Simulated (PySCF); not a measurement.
C3H6BFO2, SMILES O(C(B(O)F)=C)C. Geometry: ωB97X-D3(BJ)/def2-SVP. The structure was generated by enumeration, and PubChem lists no compound with its InChIKey, so it may never have been made. The values are those of a single conformer.

Computed equilibrium geometry at ωB97X-D3(BJ)/def2-SVP (PySCF confirms it by a frequency run) as Cartesian coordinates in Å, and its point group (one conformer of several):
point group Cs.
```xyz
13

C     -1.6402    -0.6060     0.0000
C     -0.3321    -0.2932     0.0000
O      0.6983    -1.1798     0.0000
C      0.3804    -2.5489     0.0000
B      0.1482     1.2070     0.0000
O     -0.7574     2.2129     0.0000
F      1.4545     1.4978     0.0000
H     -2.3673     0.2082     0.0000
H     -2.0246    -1.6287     0.0000
H      1.3309    -3.0992     0.0000
H     -0.2022    -2.8280    -0.8973
H     -0.2022    -2.8280     0.8973
H     -0.3422     3.0838     0.0000
```
